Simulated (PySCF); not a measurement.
**Dipole response of O (oxygen, neutral)**

[He] 2s2 2p4, high-spin 3P determinant. Computed with PySCF 2.14 in aug-cc-pwCVDZ (5s4p2d, 27 functions), with the non-relativistic Hamiltonian (point nucleus). Coupled (time-dependent) response in atomic units; α is the mean over directions. A double-zeta set is small for polarisabilities.

```json
{"method": "UHF", "mean α (bohr³)": "4.188", "α xx, yy, zz": "4.003, 4.558, 4.003", "C₆ (like pair)": "12.15", "S(−4)": "7.775"}
{"method": "PBE", "mean α (bohr³)": "4.796", "α xx, yy, zz": "4.411, 5.566, 4.411", "C₆ (like pair)": "14.18", "S(−4)": "12.58"}
{"method": "PBE0", "mean α (bohr³)": "4.565", "α xx, yy, zz": "4.262, 5.172, 4.262", "C₆ (like pair)": "13.44", "S(−4)": "10.42"}
{"method": "M06-L", "mean α (bohr³)": "4.544", "α xx, yy, zz": "4.337, 4.960, 4.337", "C₆ (like pair)": "13.53", "S(−4)": "9.985"}
{"method": "r2SCANh", "mean α (bohr³)": "4.572", "α xx, yy, zz": "4.299, 5.119, 4.299", "C₆ (like pair)": "13.76", "S(−4)": "9.824"}
```

S(−4) is the Cauchy moment in α(ω) = α(0) + S(−4) ω² + …

Reference α: 5.3 ± 0.2 bohr³ (recommended; Schwerdtfeger and Nagle, table of static dipole polarizabilities (2023 update)). Published C₆: 15.60 (Chu and Dalgarno (2004); Tang, Norbeck and Certain (1976)).

α(iu) at PBE:

```tsv
u (hartree)	α(iu) (bohr³)
0	4.796
0.0500	4.765
0.100	4.676
0.200	4.376
0.300	4.002
0.500	3.283
0.750	2.567
1.00	2.027
1.50	1.310
2.00	0.8940
3.00	0.4809
5.00	0.2011
```

The components differ because the open shell of this determinant is not spherical; for a pure term their mean is the scalar polarisability.
